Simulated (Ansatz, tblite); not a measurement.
Cost and result up the ladder for B₃F₃ (6 atoms). The state is a singlet with charge 0. Geometry: PBE0-D4/def2-SVP.

```csv
atom,x (Å),y (Å),z (Å)
B1,-0.277,0.997,0.333
B2,0.224,-1.055,0.136
B3,0.101,0.111,-0.898
F4,-0.553,1.485,1.488
F5,0.252,0.276,-2.230
F6,0.253,-1.815,1.170
```

Ansatz on 4 threads of Intel Xeon Platinum 8259CL on a shared host; xTB runs through tblite on one thread. Times are rough, summed over both states, and most runs start from the orbitals of an earlier one. PBE0-D4/def2-TZVP serves as the yardstick here, not as an exact answer. The other state is a doublet.

The xTB rows come from tblite. Correlated methods freeze 6 core orbitals. The structure comes from a short search, and lower isomers may exist.

Run but left out: HF/def2-TZVPP (singlet: restricted singlet, unstable towards broken spin symmetry).

Correlated methods converge slowly with the basis.

Raw xTB energies of ions are shifted by several eV.

| level | functions | wall time | vertical IE (eV) | difference from PBE0-D4/def2-TZVP (eV) | remarks |
| --- | --- | --- | --- | --- | --- |
| GFN1-xTB | 24 | 0.008 s | 13.74 | 5.26 | – |
| GFN2-xTB | 24 | 0.008 s | 13.37 | 4.89 | – |
| PBE-D4/def2-TZVP (with forces) | 186 | 3.3 s | 8.42 | -0.05 | – |
| PBE0-D4/def2-TZVP | 186 | 4.3 s | 8.48 | 0.00 | – |
| r2SCAN-D4/def2-TZVP | 186 | 5.7 s | 8.38 | -0.09 | – |
| CCSD(T)/def2-TZVPP | 186 | 2.7 min | 8.51 | 0.03 | restricted SCF unstable (singlet) |
